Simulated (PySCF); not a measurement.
C₂H₅Cd, SMILES C[CH2][Cd+], charge +1.

The structure is a stationary point at B3LYP-D3(BJ)/def2-TZVP. The multiplicity is an assumed one; other spin states were not compared. The isomer is the one that the SMILES or the coordinates give; other isomers of the formula were not compared. The def2 effective core potentials stand for the cores of Cd; spin–orbit coupling is left out.

All values below come from IEF-PCM-B3LYP/def2-SVP in PySCF.

The values are the electrostatic part of the solvation free energy, E(continuum) − E(gas) at the gas-phase geometry, in a cavity of scaled van der Waals radii (PySCF's table); cavitation and dispersion terms are not included. A continuum can't describe solvent molecules that bind to the metal. In vacuum the orbital gap is 3.97 eV.

Task: Estimate the values in water (ε = 78.36), ethylethanoate (ε = 5.99), benzene (ε = 2.27). (The exact figures need the calculation; the answer reports its results.)

Result: 
```
solvent             ε  ΔG(elec) (kcal/mol)  gap (eV)
--------------  -----  -------------------  --------
water           78.36                -73.1      4.09
ethylethanoate   5.99                -60.5      4.03
benzene          2.27                -39.8      3.98
```
